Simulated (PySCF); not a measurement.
Si(GeH3)2(H)2 (Ge₂H₈Si), SMILES [GeH3][SiH2][GeH3]. Atoms are numbered in the order given.

```xyz
11

Si     0.0658    -0.8719    -0.6813
Ge     1.9031     0.5156    -0.0670
Ge    -1.9329    -0.1200     0.3762
H      0.3470    -2.2844    -0.2740
H     -0.1114    -0.8383    -2.1672
H      1.6259     1.9718    -0.4856
H      2.1032     0.4799     1.4598
H      3.2053     0.0491    -0.7442
H     -3.1368    -0.9949    -0.0205
H     -2.2286     1.3360    -0.0307
H     -1.7709    -0.1721     1.9072
```

Geometry optimised at PBE0-D3(BJ)/def2-SVP.

Computed with PBE/def2-TZVP (PySCF).

The molecule is in vacuum.

```
Quantity                                                                                                         Value
---------------------------------------------------------------------------------------------  -----------------------
total energy                                                                                       -4447.50748 hartree
highest occupied level                                                                                        -6.89 eV
lowest empty level                                                                                            -0.91 eV
orbital gap                                                                                                    5.98 eV
dipole moment                                                                                                   0.12 D
quadrupole, principal values (traceless, Buckingham form, about the centre of nuclear charge)   -0.83, -0.03, 0.86 D·Å
mean static polarisability                                                                      101.3 bohr³ (15.01 Å³)
polarisability, principal values                                                               83.5, 94.5, 125.8 bohr³
```
